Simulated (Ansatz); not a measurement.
Two isomers of CH7FSi2: A = `C[SiH2][SiH2]F`, B = `FC[SiH2][SiH3]`.

Calculated with Ansatz (gas phase, PBE0-D4/def2-TZVP geometries, no zero-point term in ΔE). CCSD(T)/CBS adds triple-zeta CCSD(T) − MP2 to the extrapolated MP2 energy (def2 sets, frozen cores). Functionals use def2-TZVPP. B3LYP here is the variant with VWN-RPA as its local correlation; programs differ in this. One conformer a species, not always the lowest.

A:

Z-matrix (Å, degrees):
```
C
Si 1 1.875
H 1 1.092 2 110.6
H 1 1.092 2 110.7 3 120.0
H 1 1.092 2 110.8 3 -119.9
Si 2 2.343 1 111.7 3 59.9
H 2 1.490 1 110.7 3 -61.7
H 2 1.492 1 110.8 3 178.9
F 6 1.610 2 109.6 1 -57.9
H 6 1.489 2 111.6 1 60.6
H 6 1.487 2 112.3 1 -177.3
```

B:

Z-matrix (Å, degrees):
```
C
Si 1 1.902
F 1 1.391 2 110.2
H 1 1.095 2 110.9 3 -119.8
H 1 1.095 2 111.5 3 120.0
Si 2 2.339 1 110.4 3 53.7
H 2 1.491 1 107.0 3 174.2
H 2 1.488 1 109.6 3 -68.4
H 6 1.486 2 110.7 1 -65.6
H 6 1.488 2 110.0 1 174.1
H 6 1.488 2 109.7 1 54.7
```

(1) Which is lower in electronic energy at CCSD(T)/CBS, and by how much? (Best estimate.)

(2) Give E(B) − E(A) in kcal/mol with r2SCAN-D4, MP2/def2-TZVPP, B3LYP, CCSD/def2-TZVPP, PBE-D4, B2PLYP, B3LYP-D4. (Estimate.)

Largest T1 diagnostic: 0.012.

Answers

(1) Ansatz gave: A, by 56.6 kcal/mol.

(2) Computed: r2SCAN-D4 55.1, MP2/def2-TZVPP 58.4, B3LYP 54.3, CCSD/def2-TZVPP 55.7, PBE-D4 51.9, B2PLYP 55.9, B3LYP-D4 54.2. None reverses the order clearly.

From PBE to PBE0 (25 % exact exchange), in def2-TZVPP and without D4, E(B) − E(A) moves by +1.7 kcal/mol.
